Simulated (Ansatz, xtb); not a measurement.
**How methods differ on ZrCl2F2 (SMILES [F][Zr]([F])([Cl])[Cl])**

ZrCl2F2: 5 atoms, total charge 0, spin state singlet. SMILES: `[F][Zr]([F])([Cl])[Cl]`. The shape comes from GFN2-xTB, which is rough for such elements, and wasn't checked as a minimum.

Quantity: the dipole moment, in D. The values are calculated.

```
                         level                   kind  program  value (D)   CPU time
                      GFN0-xTB         semi-empirical      xtb       2.01  under 2 s
                      GFN1-xTB         semi-empirical      xtb       1.67  under 2 s
                      GFN2-xTB         semi-empirical      xtb       1.34  under 2 s
                     HF/STO-3G           Hartree–Fock   Ansatz       3.06      5.9 s
                      HF/3-21G           Hartree–Fock   Ansatz       2.19      6.3 s
  HF/def2-SVP (core potential)           Hartree–Fock   Ansatz       1.05      8.5 s
                   SVWN5/3-21G                    LDA   Ansatz       1.85      8.4 s
PBE0/def2-SVP (core potential)          global hybrid   Ansatz       0.91       17 s
MP2/def2-SVPD (core potential)    perturbation theory   Ansatz       0.87       34 s
             CCSDT(Q)/B/STO-6G  coupled cluster or CI   Ansatz       3.30    3.4 min
```

All-electron rows without a relativistic Hamiltonian named are non-relativistic, while core potentials hold scalar relativity, so basis and relativity change together. The values span 0.87 to 3.30 D. High-level rows in very small sets aren't better than simpler rows in larger ones. Magnitudes only. Sets without polarisation functions give poor dipoles. CPU times are rough (shared hosts, several kinds of processor and program).
